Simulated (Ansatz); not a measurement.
`F/C=N/P` + `O[AsH2]` → `PO[AsH2]` + `N=CF` at 500 K and 1 bar (ligand exchange at a P–N bond).

Isolated molecules relaxed with PBE0-D4/def2-TZVP in Ansatz; ΔE leaves out vibrations. CCSD(T)/CBS adds triple-zeta CCSD(T) − MP2 to the extrapolated MP2 energy (def2 sets, frozen cores). This one scheme is used for every species. For As outer-core shells are correlated without core-valence functions, which leaves a few kJ/mol of doubt a bond. Scalar relativity is left out up to krypton. One conformer a species, not always the lowest.

| species | CCSD(T)/CBS energy (Eh) | H − E (kJ/mol) | S (J/(mol·K)) |
| --- | --- | --- | --- |
| `F/C=N/P` | -535.25055 | 141.1 | 343.7 |
| `O[AsH2]` | -2311.97217 | 101.4 | 296.8 |
| `PO[AsH2]` | -2653.50583 | 133.7 | 376.6 |
| `N=CF` | -193.72220 | 108.9 | 274.9 |

H − E and S are ideal-gas, rigid-rotor, harmonic terms from PBE0-D4/def2-TZVP, for one conformer and one mirror image of each species. 1 Eh = 2625.50 kJ/mol, R = 8.31446 J/(mol·K).

Task: By hand: ΔE, ΔH, ΔS and ΔG.

Result: ΔE = (-2653.50583) + (-193.72220) − (-535.25055) − (-2311.97217) = -0.00531 Eh = -13.9 kJ/mol. Δ(H − E) = 133.7 + 108.9 − 141.1 − 101.4 = 0.1, so ΔH = -13.8 kJ/mol. ΔS = 376.6 + 274.9 − 343.7 − 296.8 = 11.0 J/(mol·K). ΔG = -13.8 − 500 × (11.0)/1000 = -19.3 kJ/mol.

Task: By hand: the equilibrium constant, and the temperature at which ΔG would vanish if ΔH and ΔS stayed fixed.

Result: log₁₀ K = −ΔG/(RT ln 10) = 2.0. ΔH and −TΔS have one sign here, so there is no such temperature.

TΔS isn't small against ΔH here. A doubt of 5 kJ/mol in ΔE shifts log₁₀ K by 0.5 here. Other conformers and mirror images would add mixing entropy, several J/(mol·K) or more a flexible species. Modes under 60 cm⁻¹, often nearly free rotors, make the harmonic entropy too high. These are equilibria of isolated gas molecules and say nothing of rates. Largest T1 diagnostic: 0.014 (customary marks: 0.02 for closed shells, 0.045 for open ones).

ΔS is within the doubt of such terms, so its sign, and with it that verdict, could turn.
